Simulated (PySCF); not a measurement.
# `[SiH3]P[Si@@H](CC#C)Cl`, C3H8ClPSi2

Geometry (Å), atoms numbered from 1 in this order:
```xyz
15

C     3.689    0.375    0.594
C     2.599    0.284    0.109
C     1.277    0.162   -0.452
Si    0.138   -0.934    0.630
Cl   -0.193    0.004    2.394
P    -1.714   -1.349   -0.565
Si   -2.591    0.688   -0.854
H     4.650    0.468    1.003
H     1.350   -0.274   -1.450
H     0.844    1.160   -0.560
H     0.770   -2.218    0.936
H    -2.486   -1.684    0.527
H    -1.830    1.300   -1.945
H    -2.521    1.542    0.333
H    -3.986    0.485   -1.240
```

The calculation used PySCF, TDDFT B3LYP/def2-SVPD circular dichroism and optical rotation, one conformer, gas phase. Geometry: GFN2-xTB.

The molecule is flexible and this is one conformer; a measurement averages over conformers.

(1) Draw the ECD and absorption spectra from the lowest 16 states, each a Gaussian of half-width 0.2 eV at 1/e height.

Results:

(1) 
```tsv
E (eV)	λ (nm)	Δε (L mol⁻¹ cm⁻¹)	ε (L mol⁻¹ cm⁻¹)
5.27	235	+0.01	2.62
5.37	231	+0.13	25.1
5.47	227	+0.74	147
5.57	223	+2.52	553
5.67	219	+5.04	1440
5.77	215	+5.16	3000
5.87	211	+0.55	5390
5.97	208	-6.08	7860
6.07	204	-11.95	9150
6.17	201	-18.76	9660
6.27	198	-22.30	9900
6.37	195	-10.64	9140
6.47	192	+13.17	7770
6.57	189	+27.82	6910
6.67	186	+22.70	6610
6.77	183	+9.73	6270
6.87	180	+4.83	5910
```
Δε uses R in velocity form, ε uses f in length form. Only the states computed contribute, so the short-wavelength end is incomplete.
